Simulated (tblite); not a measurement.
thionyl fluoride (F₂OS), singlet, at a GFN2-xTB geometry; tblite with GFN1-xTB.

tblite was given this input:
```
$ tblite run mol.xyz --method gfn1 --charge 0 --spin 0 --json tblite.json --no-restart

# file mol.xyz
4

O      1.36431422    -0.14953623    -0.37776966
S      0.20253837    -0.00630885     0.40783444
F     -0.66691673     1.26541662    -0.23549748
F     -0.90587522    -1.12127979    -0.15374626
```

Output, abridged:

```
xTB calculator
 | screened Coulomb repulsion
 | Coulomb electrostatics
 |  * isotropic Klopman-Ohno-Mataga-Nishimoto electrostatics
 |  * onsite third-order electrostatics
 | DFT-D3(BJ) dispersion correction

halogen bonding energy    0.0000000000000E+00 Eh
repulsion energy          3.8447739081700E-02 Eh
dispersion energy        -7.2254599471560E-04 Eh
number of electrons       2.6000000000000E+01 e
integral cutoff           1.9487547202114E+01 bohr

------------------------------------------------------------
  cycle        total energy    energy error   density error
------------------------------------------------------------
      1     -17.62255776101  -1.7660283E+01   9.0994989E-01
      2     -17.45374807557   1.6880969E-01   8.3289349E-01
      3     -18.18489800784  -7.3114993E-01   5.0196815E-01
      4     -18.60523178024  -4.2033377E-01   4.6443198E-02
      5     -18.60293582936   2.2959509E-03   4.2417261E-02
      6     -18.60350557580  -5.6974644E-04   3.5525515E-02
      7     -18.60541731511  -1.9117393E-03   4.7963727E-03
      8     -18.60547054471  -5.3229595E-05   7.7061511E-04
      9     -18.60547095964  -4.1493679E-07   8.0353685E-05
     10     -18.60547095756   2.0812934E-09   7.5762969E-05
     11     -18.60547097107  -1.3509190E-08   2.0654360E-06
------------------------------------------------------------

electronic energy        -1.8643196164159E+01 Eh
total energy             -1.8605470971072E+01 Eh

Post processing:
 | Mayer-Wiberg bond orders

[Info] JSON dump of results written to 'tblite.json'
```
